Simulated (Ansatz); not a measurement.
Computed with Ansatz on PBE0-D4/def2-TZVP structures; ΔE is electronic, products minus reactants. CCSD(T)/CBS adds triple-zeta CCSD(T) − MP2 to the extrapolated MP2 energy (def2 sets, frozen cores). Functionals use def2-TZVPP. B3LYP here is the variant with VWN-RPA as its local correlation; programs differ in this. For Ge outer-core shells are correlated without core-valence functions, which leaves a few kJ/mol of doubt a bond. Scalar relativity is left out up to krypton. One conformer a species, not always the lowest.

Consider the ligand exchange at the Si–N bond: `CN([SiH2]O)[SiH](O)F` + `[OH][GeH3]` → `O[SiH](F)[O][GeH3]` + `CN[SiH2]O`.

| level | ΔE (kcal/mol) |
| --- | --- |
| PBE-D4 | -13.0 |
| B3LYP-D4 | -14.8 |
| SCS-MP2/def2-QZVPP | -15.6 |
| CCSD/CBS(def2) | -15.6 |

Q: What does CCSD(T)/CBS give? (Best estimate.)

A: Computed: -14.6 kcal/mol. The listed levels differ from it by 1.6, -0.2, -1.0, -1.0 kcal/mol.

Largest T1 diagnostic among the species: 0.012.

The D4 term adds +2.2 kcal/mol with B3LYP and +1.2 kcal/mol with PBE0; it sums over pairs of atoms, weighted by their polarisabilities, and B3LYP, whose exchange is more repulsive, gets the larger term. In def2-TZVPP, CCSD(T) changes the Hartree–Fock value by +5.6 kcal/mol (the triples alone add +0.9 kcal/mol) and MP2 by +5.8 kcal/mol.
